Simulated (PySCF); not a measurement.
Species: C₇H₁₃F.
Geometry (GFN2-xTB, Å), atoms numbered from 1 in this order:
```xyz
21
C7H13F angstrom
C     -1.1778   -0.3024    1.0688
C     -0.5314    0.1007   -0.2575
C     -1.0385   -0.8316   -1.3635
C     -0.9182    1.5474   -0.5843
C      0.9892    0.0107   -0.2289
C      1.7637   -1.0511    0.5075
C      1.8211    0.3725    0.9566
F      2.9763    1.0704    0.7347
H     -2.2588   -0.2159    0.9856
H     -0.9441   -1.3323    1.3249
H     -0.8515    0.3427    1.8803
H     -0.6201   -0.5488   -2.3268
H     -2.1225   -0.7819   -1.4326
H     -0.7516   -1.8596   -1.1541
H     -0.5502    2.2229    0.1845
H     -0.4943    1.8528   -1.5383
H     -1.9996    1.6460   -0.6428
H      1.4295    0.3047   -1.1761
H      1.2430   -1.7531    1.1383
H      2.6382   -1.4588    0.0244
H      1.3885    0.6816    1.8986
```

NICS = −σ at a ghost point: NICS(0) at the centroid of the ring atoms, NICS(1) 1 Å to either side along the normal of their mean plane, zz for the tensor component along that normal. Level: GIAO PBE0/pcSseg-1 (PySCF, non-relativistic, gas phase) on the GFN2-xTB geometry, one conformer.

Ring bond lengths (Å), with Mayer bond orders in brackets: C5–C6 1.507 (0.94), C6–C7 1.494 (0.97), C7–C5 1.493 (0.94).

Give the NICS values of each ring in ppm.

```json
{"ring": "C5–C6–C7", "type": "3-membered carbocycle; formal bonds all single", "NICS(0)": "-38.5", "NICS(1), two faces": "-10.4 / -6.5", "NICS(1)zz, two faces": "-24.3 / -16.2", "rms pucker (Å)": "0.00", "centre to ring atoms, mean (Å)": "0.86"}
```

What do they say, and how far can they be read as aromaticity?

- C5–C6–C7: mean NICS(1)zz -20.2 ppm, shielded. C5, C6, C7 have four or more neighbours, so the value isn't read as a sign of a π ring current. The two faces differ by 8.1 ppm, so no symmetry operation interchanges them. NICS(0) lies 30 ppm below the mean NICS(1).

What field does 11.7 T along the ring normal induce along that normal at the first NICS(1) probe listed for ring C5–C6–C7, 1 Å off the ring?

NICSzz × B0 = -24.3 ppm × 11.7 T = -284 μT, against the applied field.

Give the inner angles of the rings and the Hirshfeld charges of the ring atoms.

- C5–C6–C7: C5 59.7° (-0.045 e), C6 59.7° (-0.101 e), C7 60.6° (+0.043 e); sum 180.0° against 180° for a flat convex ring.

What are the shieldings of the ring atoms and their hydrogens in the same run (means over atoms taken as equivalent)?

```tsv
atoms	environment	σ isotropic (ppm)
C5	three-membered-ring carbon	154.1
C6	three-membered-ring carbon	176.4
C7	sp3 C–F carbon	113.1
H18	methine hydrogen	30.62
H19	methylene hydrogen	31.18
H20	methylene hydrogen	30.75
H21	methine hydrogen	27.21
```
